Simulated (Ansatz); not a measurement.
Process, species as SMILES: C[SiH2]O[SiH2]C + 4 [H][H] (H2) -> 2 C (CH4) + O (H2O) + 2 [SiH4] (SiH4)
Each molecule is optimised on its own at B3LYP-D3(BJ)/def2-TZVP (Ansatz, a first-principles code), one conformer each, not searched for the lowest.

Wanted: energy of full hydrogenation (electronic energy difference), in kcal/mol. Cores are frozen in the correlated levels unless marked. Spin-orbit coupling is left out. No relativistic terms. CBS(X,Y): correlation extrapolated as X^-3; Hartree-Fock from the larger set.

Level to compare with: CCSD(T)/CBS(cc-pV(T+d)Z,cc-pV(Q+d)Z) (Ansatz), 27.7 kcal/mol. It is a level with limits of its own, and the differences hold the functionals' basis error too.

### Question
Rank these functionals by how close they come to CCSD(T)/CBS(cc-pV(T+d)Z,cc-pV(Q+d)Z), closest first: LC-wPBE/def2-TZVPD (Ansatz); PBE0/def2-TZVPD (Ansatz); BLYP/def2-TZVPD (Ansatz); r2SCAN/def2-TZVPD (Ansatz).

### Answer
r2SCAN/def2-TZVPD (meta-GGA, 27.5 kcal/mol, difference -0.2), LC-wPBE/def2-TZVPD (range-separated hybrid, 21.0 kcal/mol, difference -6.7), PBE0/def2-TZVPD (global hybrid, 19.0 kcal/mol, difference -8.7), BLYP/def2-TZVPD (GGA, 17.8 kcal/mol, difference -9.9)
